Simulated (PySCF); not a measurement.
Unknowns

[PySCF 2.14: geometry: GFN2-xTB; PBE0/pcSseg-1 with gauge-including orbitals; no relativistic terms; rapidly exchanging positions averaged; gas phase; one conformer]

Referencing at the same level of theory: ¹H, ¹³C vs TMS. Splittings of carbon signals by F and P are missing where no couplings were computed. Where no couplings were computed, multiplicities follow the n + 1 count of equivalent neighbours, and m marks all less simple cases (inequivalent or close neighbours, rings, F or P nearby). Shifts are as computed. Against solution values, carbons near 30 ppm lie about +3 ppm off and those near 130 ppm about +5 ppm. Of 1309 compounds with measured shifts, 239 miss one by over three times the rms of a fit or turn the order of signals round; such compounds aren't used in these exercises.

(1) C8H11FSi. ¹H NMR (600 MHz, computed): δ 5.09 (m, 1H), 5.09 (m, 1H), 2.20 (d, 1H), 2.16 (m, 1H), 1.74 (m, 1H), 1.22 (m, 1H), 0.63 (m, 1H), 0.63 (m, 1H), 0.57 (m, 1H), 0.44 (m, 1H), 0.19 (m, 1H). ¹³C{¹H} NMR (computed): δ 108.4 (CH), 99.7 (CH), 85.3 (C), 52.6 (CH), 22.3 (CH), 18.8 (CH2), 7.6 (CH2), 6.8 (CH2). Identify the compound.

(2) C8H11FSi. ¹H NMR (400 MHz, computed): δ 5.28 (m, 1H), 4.94 (m, 1H), 2.19 (d, 1H), 1.79 (m, 1H), 1.77 (m, 1H), 1.43 (m, 1H), 1.29 (m, 1H), 0.62 (m, 1H), 0.56 (m, 1H), 0.12 (m, 1H), 0.07 (m, 1H). ¹³C{¹H} NMR (computed): δ 107.9 (CH), 95.7 (CH), 85.5 (C), 50.0 (CH), 21.9 (CH2), 16.6 (CH), 7.2 (CH2), 5.2 (CH2). Give a structure.

Answers

(1) SMILES [C@@H]1(F)[Si@H](C#C)C[C@H]1C1CC1. The formula gives 4 degrees of unsaturation (2 rings in the answer). 8 carbon signals for 8 carbons: no two carbons are equivalent. Carbon types of the structure: 1 × C, 4 × CH, 3 × CH2, leaving 1 H on heteroatoms. δC 108.4: terminal alkyne carbon. δC 99.7: sp3 CH bonded to F and Si; the inductive effect lowers its shielding. δC 85.3: alkyne carbon; sp carbons lie upfield of alkene carbons because the cylindrical π system leaves one tensor component strongly shielded. δC 52.6: sp3 CH in a ring; saturated and bonded to C and H only.

This is the structure that produced the data.

(2) `C#C[Si@@H]1C[C@H](C2CC2)[C@@H]1F`. Rings plus π bonds: 4 (2 rings in the answer). 8 carbon signals for 8 carbons: no two carbons are equivalent. Carbon types of the structure: 1 × C, 4 × CH, 3 × CH2, leaving 1 H on heteroatoms. δC 107.9: terminal alkyne carbon. δC 95.7: sp3 CH bonded to F and Si; the inductive effect lowers its shielding. δC 85.5: alkyne carbon; the triple bond shields along its axis, which puts it between sp3 and sp2 carbons. δH 1.29, 0.62, 0.56, 0.12, 0.07: hydrogen on a three-membered-ring carbon; cyclopropane-type protons are shielded by the ring.

The shifts were computed for this structure.
